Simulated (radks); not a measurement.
Species: the copper ion Cu4+. Configuration: [Ne] 3s2 3p5 3d8 (not the ground configuration). All-electron calculation, scalar-relativistic Kohn-Sham, r2SCAN, spin-polarised, spherical densities, finite nucleus; open shells are filled with parallel spins first; meta-GGA in the generalised Kohn-Sham scheme; Fermi nuclear charge, rms radius 3.8823 fm. Program: a radial shooting solver on a logarithmic mesh with Libxc functionals.

X-ray form factor f0, the Fourier transform of the density (f0(0) = 25):

sin(theta)/lambda (1/angstrom),f0 (electrons)
0.05,24.799
0.1,24.213
0.15,23.293
0.2,22.111
0.25,20.751
0.3,19.296
0.4,16.378
0.5,13.761
0.6,11.623
0.8,8.758
1,7.204
1.25,6.099
1.5,5.280
2,3.825
